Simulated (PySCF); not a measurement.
## Functional benchmark on one molecule

Molecule: `[H][H]`, H₂.

Cartesian coordinates in Å; atom numbers follow the order of the lines, from 1:
```xyz
2

H     0.383   -0.006   -0.005
H    -0.378    0.009   -0.023
```

Geometry PBE0-D3(BJ)/def2-SVP throughout; GIAO in PySCF 2.14.0 with density-fitted response routines, gas phase, one conformer, non-relativistic; equivalent atoms averaged; basis pcSseg-2.

Reference values (measured; solution, CD3OD, 298 K; Fulmer et al., Organometallics 2010, 29, 2176): δ(H1/H2) = 4.56 ppm. Computed shifts are taken against TMS, calculated as an isolated molecule at each level.

How do the functionals PBE, PBE0, mPW1PW91, WP04, B97-2, BHandHLYP, CAM-B3LYP, wB97X-D, LC-wPBE perform against the reference? Times are CPU seconds on 1 thread of an Arm Neoverse V2, shared host; the GGAs took longer than the global hybrids here, which isn't the general rule, and the cause wasn't traced.

## Answers


```tsv
functional	kind	H1/H2	abs. error H	core-s
PBE	GGA	4.84	0.28	0.14
PBE0	global hybrid	4.96	0.40	0.11
mPW1PW91	global hybrid	4.97	0.41	0.1
WP04	global hybrid	4.74	0.18	0.11
B97-2	global hybrid	4.98	0.42	0.1
BHandHLYP	global hybrid	5.21	0.65	0.09
CAM-B3LYP	range-separated hybrid	5.13	0.57	0.11
wB97X-D	range-separated hybrid	5.04	0.48	0.11
LC-wPBE	range-separated hybrid	5.03	0.47	0.13
```

For 1H the closest is WP04 (0.18 ppm) and the furthest BHandHLYP (0.65 ppm). One molecule is a small sample, and vibrational and solvent effects are absent from the calculation.
